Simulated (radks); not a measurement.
Ionisation of the barium ion Ba+, [Xe] 6s1, to [Xe] as the strength of local exchange is varied. All-electron calculation, scalar-relativistic Kohn-Sham, Slater X-alpha exchange (alpha = 2/3 is LDA exchange), no correlation, spin-polarised, spherical densities, point nucleus; open shells are filled with parallel spins first (spin-orbit coupling, left out, can overturn this in heavy ions). Program: a radial shooting solver on a logarithmic mesh with Libxc functionals.

alpha = 0.666: E(Ba+) (hartree) -8123.5814; exchange (hartree) -185.4427; IE (eV) 9.679; -e of the level emptied (eV) 7.477 (6s); <r> of it (bohr) 4.363
alpha = 0.667: E(Ba+) (hartree) -8123.8607; exchange (hartree) -185.7271; IE (eV) 9.685; -e of the level emptied (eV) 7.483 (6s); <r> of it (bohr) 4.362
alpha = 0.826: E(Ba+) (hartree) -8168.3754; exchange (hartree) -231.1661; IE (eV) 10.560; -e of the level emptied (eV) 8.411 (6s); <r> of it (bohr) 4.182
alpha = 1.034: E(Ba+) (hartree) -8226.9485; exchange (hartree) -291.2838; IE (eV) 11.759; -e of the level emptied (eV) 9.699 (6s); <r> of it (bohr) 3.973

NIST Atomic Spectra Database: 10.004 eV (measured). The Delta-SCF value meets it near alpha = 0.73.
